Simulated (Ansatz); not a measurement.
Start from `[SiH3]O[Si]Br` and change one atom or group to get `[SiH3]O[Si]S`.

Ansatz, PBE0-D4/def2-TZVP geometries, multiplicity 1. Each molecule was computed in one conformer, which needn't be the lowest.

Scalar relativity is left out up to krypton.

| property | `[SiH3]O[Si]Br` |
| --- | --- |
| ideal-gas entropy at 298 K and 1 bar (rigid rotor, harmonic PBE0-D4/def2-TZVP) / J/(mol·K) | 353 |
| size of the dipole moment (PBE/def2-TZVPP) / D | 1.33 |
| size of the dipole moment (B3LYP/def2-TZVPP) / D | 1.40 |
| HOMO energy (PBE/def2-TZVPP) / eV | -6.37 |
| HOMO–LUMO gap (PBE0/def2-TZVPP) / eV | 5.15 |
| LUMO energy (PBE0/def2-TZVPP) / eV | -2.28 |

Task: Give the same properties after the change, and the shifts. (An estimate is asked.)

Result: Ansatz gave: 
| property | `[SiH3]O[Si]S` | shift |
| --- | --- | --- |
| ideal-gas entropy at 298 K and 1 bar (rigid rotor, harmonic PBE0-D4/def2-TZVP) / J/(mol·K) | 355 | 2 |
| size of the dipole moment (PBE/def2-TZVPP) / D | 1.47 | 0.14 |
| size of the dipole moment (B3LYP/def2-TZVPP) / D | 1.50 | 0.10 |
| HOMO energy (PBE/def2-TZVPP) / eV | -5.82 | 0.55 |
| HOMO–LUMO gap (PBE0/def2-TZVPP) / eV | 5.04 | -0.11 |
| LUMO energy (PBE0/def2-TZVPP) / eV | -1.85 | 0.43 |

With PBE0 the HOMO rises by 0.55 eV and the LUMO rises by 0.43 eV, so the gap narrows by about 0.12 eV. PBE moves the HOMO by 0.55 eV and ωB97M-V by 0.53 eV. The zero-point energy changes by 22.1 kJ/mol with +3 modes. Dipoles are sizes alone; their direction can turn. Modes under 60 cm⁻¹, often nearly free rotors, make the harmonic entropy too high.

B3LYP here is the variant with VWN-RPA as its local correlation; programs differ in this.

Spin–orbit coupling is left out; it splits and shifts lone-pair levels of the heavy atoms by tenths of an eV.
